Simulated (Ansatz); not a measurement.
`CNB(F)F` + `[SiH3][SiH]1C=N1` → `C[SiH2][SiH]1C=N1` + `NB(F)F`  (formal exchange of groups at a C–N bond)

Calculated with Ansatz (gas phase, PBE0-D4/def2-TZVP geometries, no zero-point term in ΔE). CCSD(T)/CBS is the MP2 limit (def2-TZVPP, def2-QZVPP) plus CCSD(T) − MP2 in def2-TZVPP, frozen cores. One conformer a species, not always the lowest.

```csv
species,SCS-MP2/def2-TZVPP energy (Eh)
`CNB(F)F`,-319.47954
`[SiH3][SiH]1C=N1`,-673.68542
`C[SiH2][SiH]1C=N1`,-712.92343
`NB(F)F`,-280.26930
```

Question: Work out ΔE.

Answer: ΔE = (-712.92343) + (-280.26930) − (-319.47954) − (-673.68542) = -0.02777 Eh = -17.4 kcal/mol. CCSD(T)/CBS gives -18.0 kcal/mol.

Largest T1 diagnostic among the species: 0.017.

In def2-TZVPP, CCSD(T) changes the Hartree–Fock value by −1.7 kcal/mol (the triples alone add −0.2 kcal/mol) and MP2 by −3.1 kcal/mol.
